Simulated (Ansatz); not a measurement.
Start from `[BH2][InH][F]` and change one atom or group to get `[F][InH][SiH3]`.

Ansatz, PBE0-D4/def2-TZVP geometries, multiplicity 1. 

Elements past krypton have def2 core potentials.

```tsv
property	`[BH2][InH][F]`
HOMO–LUMO gap (PBE0/def2-TZVPP) / eV	5.05
ideal-gas entropy at 298 K and 1 bar (rigid rotor, harmonic PBE0-D4/def2-TZVP) / J/(mol·K)	315
LUMO energy (PBE0/def2-TZVPP) / eV	-2.82
zero-point energy (PBE0-D4/def2-TZVP) / kJ/mol	71.1
HOMO–LUMO gap (B3LYP/def2-TZVPP) / eV	4.64
size of the dipole moment (B3LYP/def2-TZVPP) / D	3.52
```

(1) Give the same properties after the change, and the shifts. (An estimate is asked.)

Answers

(1) The calculation gave: 
```csv
property,`[F][InH][SiH3]`,shift
HOMO–LUMO gap (PBE0/def2-TZVPP) / eV,5.84,0.79
"ideal-gas entropy at 298 K and 1 bar (rigid rotor, harmonic PBE0-D4/def2-TZVP) / J/(mol·K)",345,30
LUMO energy (PBE0/def2-TZVPP) / eV,-2.05,0.77
zero-point energy (PBE0-D4/def2-TZVP) / kJ/mol,83.8,12.7
HOMO–LUMO gap (B3LYP/def2-TZVPP) / eV,5.39,0.75
size of the dipole moment (B3LYP/def2-TZVPP) / D,3.18,-0.34
```

The zero-point energy changes by 12.7 kJ/mol with +3 modes. Dipoles are sizes alone; their direction can turn. Modes under 60 cm⁻¹, often nearly free rotors, make the harmonic entropy too high.

B3LYP here is the variant with VWN-RPA as its local correlation; programs differ in this.
